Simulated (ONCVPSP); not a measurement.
**Ca (Z = 20): ONCV pseudisation with PBE, scalar-relativistic reference atom.**

calcium, optimised norm-conserving Vanderbilt (ONCV), made with ONCVPSP 4.0.1 (PBE, scalar-relativistic). Core [Ne], reference 3s2 3p6 (charge +2). Waves: 3s: rc 1.70 bohr, ncon 4, nbas 7, qcut 8.3 1/bohr, 3 projectors, debl 2.1 Ha; 3p: rc 1.70 bohr, ncon 5, nbas 8, qcut 8.9 1/bohr, 2 projectors, debl 3.9 Ha; d scattering state at 0.17 Ha: rc 1.45 bohr, ncon 3, nbas 7, qcut 5.8 1/bohr, 1 projector. Local part: polynomial inside 1.00 bohr (lpopt 3, dvloc0 1 Ha). Core correction: polynomial model core, fcfact 0.25.

In the s channel the program set the typed energies aside and used -2.287, 0.250, 2.350 Ha. In the d channel the program set the typed energies aside and used 0.050 Ha.

All-electron outer shells of the reference configuration (PBE, scalar-relativistic, ld1.x):

| shell | level (eV) | outermost node (bohr) | outermost maximum (bohr) |
| --- | --- | --- | --- |
| 3p | -43.06 | 0.42 | 1.04 |

Results:

```json
{
 "Cutoffs needed": "20 Ha and 27 Ha (the cutoffs (Ha) at which the residual kinetic energy of the hardest occupied pseudo-wave falls to 1 and 0.1 mHa per electron) The cutoffs count occupied waves only; projector 1 of the d channel, the hardest unoccupied one, needs 82 Ha at the loose tolerance.",
 "Ghost test": "no bound ghost flagged; GHOST(+) flagged for s at 489.5 eV",
 "Largest excitation error": "+1.1 meV (all-electron minus pseudo) for 3s2 3p6 4p2, out of 4 test configurations",
 "rms error of d²Exc/dni dnj": "1.92 mHa without and 0.84 mHa with the model core"
}
```

Generation and tests took about 6.1 s on one core of a shared server CPU.
